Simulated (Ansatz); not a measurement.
Mulliken charges of CH$_{4}$AlFS, SMILES `[CH3][Al]([F])[SH]` from PBE/def2-TZVPP in Ansatz (PBE0-D4/def2-TZVP geometry).

```json
{"atom": "C1", "x (Å)": "-0.165", "y (Å)": "1.145", "z (Å)": "-0.030", "charge (e)": "-0.424"}
{"atom": "Al2", "x (Å)": "0.703", "y (Å)": "-0.584", "z (Å)": "-0.058", "charge (e)": "0.568"}
{"atom": "F3", "x (Å)": "2.341", "y (Å)": "-0.684", "z (Å)": "-0.222", "charge (e)": "-0.313"}
{"atom": "S4", "x (Å)": "-0.296", "y (Å)": "-2.510", "z (Å)": "0.114", "charge (e)": "-0.258"}
{"atom": "H5", "x (Å)": "-1.250", "y (Å)": "1.067", "z (Å)": "0.056", "charge (e)": "0.097"}
{"atom": "H6", "x (Å)": "0.201", "y (Å)": "1.742", "z (Å)": "0.810", "charge (e)": "0.107"}
{"atom": "H7", "x (Å)": "0.065", "y (Å)": "1.703", "z (Å)": "-0.942", "charge (e)": "0.107"}
{"atom": "H8", "x (Å)": "-1.507", "y (Å)": "-1.936", "z (Å)": "0.217", "charge (e)": "0.116"}
```

Task: By hand: the dipole of these point charges (1 e Å = 4.8032 D).

Result: Σ q r = (-0.455, 0.292, 0.036) e Å, of length 0.542 e Å = 2.60 D.

Task: How does the dipole of the full density compare? (An estimate is asked.)

Result: Ansatz gave: (-0.401, 0.331, 0.029) e Å, 2.50 D; the point charges give 1.04 times that, at 7° from its direction.

Point charges leave out the atoms' own dipoles, such as those of lone pairs, and Mulliken's split depends on the basis, so the close match here is no proof of good charges.
